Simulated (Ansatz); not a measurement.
Total energies of `[SH][GeH2][Cl]`.

Z-matrix (Å, degrees):
```
Ge
Cl 1 2.156
S 1 2.205 2 110.8
H 1 1.530 2 107.6 3 -116.4
H 1 1.532 2 105.9 3 120.9
H 3 1.343 1 94.0 2 72.4
```

The species carries charge 0 and has multiplicity 1. Correlated methods include outer-core shells of Ge, which these sets cover unevenly. Scalar relativity is left out up to krypton. All single points use the PBE0-D4/def2-TZVP geometry. It is one conformer, not always the lowest. Basis def2-TZVPP, Ansatz.

RPA on PBE orbitals: Hartree–Fock energy of these orbitals -2934.18671 Eh, correlation -1.02886 Eh (frozen core).

```csv
functional,kind,energy without D4 (Eh),D4 term (kJ/mol)
PBE,GGA,-2936.61069,-14.0
revPBE,GGA,-2936.97233,-35.6
BLYP,GGA,-2937.33297,-30.0
r2SCAN,meta-GGA,-2937.22467,-3.1
B97M-V,meta-GGA with VV10,-2936.68534,–
PBE0,"global hybrid, 25 % exact exchange",-2936.73811,-11.9
B3LYP,"global hybrid, 20 %",-2937.37143,-23.0
r2SCAN0,"meta-GGA hybrid, 25 %",-2937.19873,-3.8
BHLYP,"global hybrid, 50 %",-2937.26775,-20.1
CAM-B3LYP,range-separated hybrid,-2937.43343,-12.4
```

(1) Give the same for LDA (SPW92), r2SCANh, HSE06 (plane-wave form), LC-ωPBE, ωB97X-V, ωB97M-V, B2PLYP, PBE-QIDH. (Estimate.)

B3LYP takes the VWN-RPA correlation (the form of Gaussian; ORCA's B3LYP/G). HSE06 is the plane-wave form, built on full-range PBE exchange. The double hybrids freeze the cores in their second-order part.

Answers

(1) Ansatz gave: 
| functional | kind | energy without D4 (Eh) | D4 term (kJ/mol) |
| --- | --- | --- | --- |
| LDA (SPW92) | LDA | -2931.24886 | – |
| r2SCANh | meta-GGA hybrid, 10 % | -2937.21381 | -3.4 |
| HSE06 (plane-wave form) | screened hybrid | -2936.72338 | -11.3 |
| LC-ωPBE | long-range corrected hybrid | -2936.78043 | – |
| ωB97X-V | range-separated hybrid GGA with VV10 | -2936.97246 | – |
| ωB97M-V | range-separated hybrid meta-GGA with VV10 | -2937.12248 | – |
| B2PLYP | double hybrid | -2936.66297 | – |
| PBE-QIDH | double hybrid | -2936.24383 | – |

LC-ωPBE has ω = 0.4 bohr⁻¹.
